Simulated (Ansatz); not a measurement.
The same path of CH$_{7}$AlN$_{2}$ (11 atoms, charge 0, multiplicity 1) was run twice with different band settings. The coordinate that changes most is the height of N1 over the plane of its neighbours.

These are results of Ansatz 0.2.0, RKS PBE0/def2-SVP, not measurements.

Relaxed end points:

```xyz
11
Properties=species:S:1:pos:R:3
N -1.132 1.458 0.205
C 0.033 0.809 -0.357
N 0.506 -0.238 0.510
Al 0.801 -1.958 0.164
H -1.375 2.294 -0.322
H -1.937 0.834 0.176
H 0.800 1.596 -0.493
H -0.125 0.363 -1.362
H 0.646 0.124 1.451
H 0.495 -2.484 -1.304
H 1.352 -2.855 1.352
```

```xyz
11
Properties=species:S:1:pos:R:3
N -1.208 1.464 -0.300
C 0.056 0.812 -0.534
N 0.499 -0.147 0.463
Al 0.711 -1.909 0.311
H -1.172 2.030 0.545
H -1.938 0.769 -0.152
H 0.815 1.607 -0.662
H -0.003 0.285 -1.501
H 0.716 0.303 1.350
H 0.370 -2.574 -1.090
H 1.220 -2.697 1.591
```

Common settings: movable images 5; climbing image yes; spring 5.0 eV/Å²; optimiser quadratic models (default); force threshold 0.03 eV/Å; iteration limit 60; end points relaxed.

| run | start path |
| --- | --- |
| 1 | IDPP |
| 2 | straight line |

Problem. What does each run give, and how far can it be trusted?

Solution. Run 1: converged after 7 iterations, highest image 0.143 eV above the first end. A vibrational analysis at the climbing image gives one clearly imaginary mode, 596i cm⁻¹: a first-order saddle point.
Run 2: converged after 8 iterations, highest image 0.143 eV above the first end. Another band between the same ends (5 images) ends at a top of the same energy, where a vibrational analysis finds 1 clearly imaginary mode.
